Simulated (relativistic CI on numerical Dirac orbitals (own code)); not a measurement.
## Os4+: 4f photoemission

Computed with this model: Dirac-Coulomb-Breit CI, orbitals from a KLI potential per configuration, model QED (radiative potential, 1s self-energy scaled to tabulated hydrogen-like ionisation energies), valence Slater integrals scaled by 0.8, multiplet model of photoemission in the sudden approximation; configurations [Xe] 4f14 5d4 → [Xe] 4f13 5d4; 300 K; Lorentzian 0.25 eV and Gaussian 0.5 eV FWHM. Energies are those of the free ion, without screening or charge transfer. The energies are binding energies and can lie tens of eV above those of solids. S is read from ⟨S²⟩ = S(S + 1).

Field parameters in Wybourne normalisation: D4h B²₀ = −7Ds, B⁴₀ = 21(Dq − Dt), B⁴₄ = 21√(5/14) Dq. The field is a parameter set, without covalency.

free ion: ground-state S = 1.71, centroid 108.51 eV. Peaks (eV, height): 107.0 (100), 108.8 (18), 110.6 (43).

D4h, 10Dq = 25250, Ds = 1420, Dt = 320 cm⁻¹: ground-state S = 1.18, centroid 108.69 eV. Peaks (eV, height): 107.2 (100), 108.7 (16), 110.4 (50).

Strongest unbroadened transitions for D4h, 10Dq = 25250, Ds = 1420, Dt = 320 cm⁻¹:

```
Energy (eV)  Relative strength
     107.05              100.0
     107.14               98.5
     107.15               96.4
     107.32               90.7
     108.54                8.2
     108.69                7.5
     110.01                6.2
     110.09                7.7
     110.14               10.6
     110.19               17.5
     110.20                7.0
     110.32               21.6
     110.36                8.6
     110.38               15.2
     110.41               20.4
     110.44               16.2
     110.49               24.5
     110.52                8.0
```
